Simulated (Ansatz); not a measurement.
Start from `[SiH3]OB(S)S` and change one atom or group to get `[SiH3]OB(S)Cl`.

Ansatz, PBE0-D4/def2-TZVP geometries, multiplicity 1. Each molecule was computed in one conformer, which needn't be the lowest.

```
                                          property  `[SiH3]OB(S)S`
                 HOMO energy (PBE/def2-TZVPP) / eV           -6.23
                HOMO energy (PBE0/def2-TZVPP) / eV           -7.42
               HOMO–LUMO gap (PBE/def2-TZVPP) / eV            5.09
           HOMO–LUMO gap (ωB97M-V/def2-TZVPP) / eV           11.02
             HOMO energy (ωB97M-V/def2-TZVPP) / eV           -9.56
size of the dipole moment (ωB97M-V/def2-TZVPP) / D            0.92
```

Task: What does the change do to each property? (An estimate is asked.)

Result: The calculation gave: 
```csv
property,`[SiH3]OB(S)Cl`,shift
HOMO energy (PBE/def2-TZVPP) / eV,-6.76,-0.53
HOMO energy (PBE0/def2-TZVPP) / eV,-8.00,-0.58
HOMO–LUMO gap (PBE/def2-TZVPP) / eV,5.53,0.44
HOMO–LUMO gap (ωB97M-V/def2-TZVPP) / eV,11.61,0.59
HOMO energy (ωB97M-V/def2-TZVPP) / eV,-10.19,-0.63
size of the dipole moment (ωB97M-V/def2-TZVPP) / D,1.13,0.21
```

With PBE0 the HOMO falls by 0.58 eV and the LUMO falls by 0.05 eV, so the gap widens by about 0.53 eV. PBE moves the HOMO by -0.53 eV and ωB97M-V by -0.63 eV. Dipoles are sizes alone; their direction can turn.
